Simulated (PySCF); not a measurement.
# Correlation energy of Zn⁺ (zinc, charge +1)

[Ar] 3d10 4d1, 2D determinant (an excited configuration). Computed with PySCF 2.14 in aug-cc-pVQZ-DK, with the spin-free X2C one-electron Hamiltonian (Gaussian nucleus). Frozen: [Ar]; 11 electrons correlated.

MP2 pair energies summed by pair of shells (mhartree):

```
 pair   energy  share (%)
3d-3d  -474.97       99.0
3d-4d    -4.92        1.0
```

Total MP2 correlation energy: -479.89 mhartree.

Same-spin part -171.68 and opposite-spin part -308.22 mhartree; SCS-MP2 scales them by 1/3 and 6/5 to -427.09 mhartree.
